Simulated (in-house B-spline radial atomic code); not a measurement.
**B97-1 excitations of Zn2+**

Method: B97-1. Computed with a B-spline radial code for spherical atoms: linear response of the closed shell [Ar] 3d10 with the functional's adiabatic kernel; non-relativistic, point nucleus, no spin-orbit coupling, no double excitations, S, P, D and F terms only. Only terms of natural parity with L up to 3 were computed.

Without relativity these are model numbers for so heavy an element.

Command:
```bash
python run_td.py task.json out
```
Settings (radii: box in bohr, nucleus in fm):
```
Z                        30
electrons                28
configuration            [Ar] 3d10
hamiltonian              nr
method                   b97_1
box_radius               29.48
intervals                55
```

Cost of the run: 1.8 s on 1 thread of Arm Neoverse N1, on a shared host.

The lowest states, in the order of their Tamm-Dancoff energies; the method's threshold (minus the highest occupied level) is 33.45 eV. Labels give the largest channel, * marks a mixed state, and oscillator strengths are full-response dipole values. Semilocal kernels can invert the small singlet-triplet splittings of Rydberg terms. Energies in eV:

```
     state  full response  Tamm-Dancoff  oscillator strength
3d → 4s 3D          9.237         9.256                    -
3d → 4s 1D          9.615         9.623                    -
3d → 4p 3P         16.382        16.402                    -
3d → 4p 3F         16.450        16.464                    -
3d → 4p 1F         16.518        16.521                    -
3d → 4p 1P         17.251        17.322                 0.46
3d → 5s 3D              ?             ?                    -
3d → 4d 3S         24.567        24.592                    -
3d → 5s 1D         24.601        24.603                    -
3d → 4d 3D         25.019        25.027                    -
3d → 4d 1D         25.254        25.261                    -
3d → 5p 3P         26.383        26.389                    -
3d → 5p 3F         26.445        26.449                    -
3d → 5p 1F              ?             ?                    -
3d → 4d 1S         26.378        26.551                    -
3d → 5p 1P         26.665        26.679               0.0423
3d → 6s 3D         28.722        28.724                    -
3d → 6s 1D         28.766        28.766                    -
3d → 4f 3P         28.968        28.970                    -
3d → 5d 3S         28.982        28.988                    -
3d → 5d 3D         29.049        29.051                    -
3d → 4f 3F         29.058        29.059                    -
```

**Question.** Where does 3d → 5p 1F lie?

**Answer.** At 26.532 eV in full response, 26.532 eV in Tamm-Dancoff.

**Question.** Where does 3d → 5s 3D lie?

**Answer.** At 24.442 eV in full response, 24.446 eV in Tamm-Dancoff.

**Question.** How large is the singlet-triplet splitting of 3d → 4s (D terms) in Tamm-Dancoff?

**Answer.** 0.368 eV, from the unrounded values.

**Question.** What polarisabilities and dispersion coefficient does the method give?

**Answer.** Dipole 2.711 bohr³, quadrupole 8.623 bohr⁵, C6 7.209 hartree·bohr⁶ for two such species.
